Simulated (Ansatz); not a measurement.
Coupled-cluster run, BrHZn (`[ZnH][Br]`).

```yaml
crystal:
  periodic: [false, false, false]
  atoms:
    - {symbol: Zn, position_ang: [-0.193831, -0.111347, -0.118164]}
    - {symbol: Br, position_ang: [1.589439, 0.729856, 0.948465]}
    - {symbol: H, position_ang: [-1.406508, -0.683309, -0.843501]}
basis:
  gaussian: {orbitals: def2-SVP}
correlation: {method: ccsd_t}
```

```sh
$ ansatz run in.yaml --threads 2 --pin off --events-out ev --progress --plain
```

Log, shortened:

```
Functional definition: HF
652 factors; integrals over basis functions are off by at most 9.6e-4 eV
mean field evaluation 1: about -118376.6531 eV, gradient 1.5e1 eV
mean field evaluation 2: about -118376.6728 eV, gradient 1.5e1 eV
mean field evaluation 4: about -118377.4959 eV, gradient 1.8e0 eV
mean field evaluation 8: about -118377.5070 eV, gradient 1.5e-4 eV
mean field -118377.50699533 eV, -4350.2931429222 hartree, gradient 3.3e-6 eV, S^2 0.000000; 0 other end points of the search recorded, 0 dependent functions left out
14 core orbitals not correlated: weight in the atoms' cores, before any rotation towards them, 1.000 or more for the frozen orbitals, at most 0.000 for the correlated occupied ones
reference -118377.50699533 eV, -4350.2931429222 hartree; 19, 19 occupied and 35, 35 virtual orbitals, 652 factors
second order -16.35062120 eV of doubles, -0.00000000 eV of singles
cycle   1  -15.31476628 eV  change     1.0e0 eV  update   9.6e-2
cycle   2  -15.77195520 eV  change   -4.6e-1 eV  update   3.6e-2
cycle   3  -15.83744208 eV  change   -6.5e-2 eV  update   1.4e-2
cycle   4  -15.82342002 eV  change    1.4e-2 eV  update   4.2e-3
cycle   5  -15.81962742 eV  change    3.8e-3 eV  update   2.0e-3
cycle   6  -15.82085074 eV  change   -1.2e-3 eV  update   4.7e-4
cycle   7  -15.82080455 eV  change    4.6e-5 eV  update   1.8e-4
cycle   8  -15.82071182 eV  change    9.3e-5 eV  update   5.5e-5
cycle   9  -15.82075043 eV  change   -3.9e-5 eV  update   1.6e-5
cycle  10  -15.82076180 eV  change   -1.1e-5 eV  update   4.6e-6
perturbative correction -0.40008608 eV, -0.0147028922 hartree
Total energy: -118393.72784321 eV, -4350.8892480870 hartree
```

Hardware: 2 threads of a server CPU on a shared host. Wall time 2 s, peak host memory 0.18 GiB.

Correlation energy per correlated electron: -0.427 eV. T1 diagnostic: 0.0096.
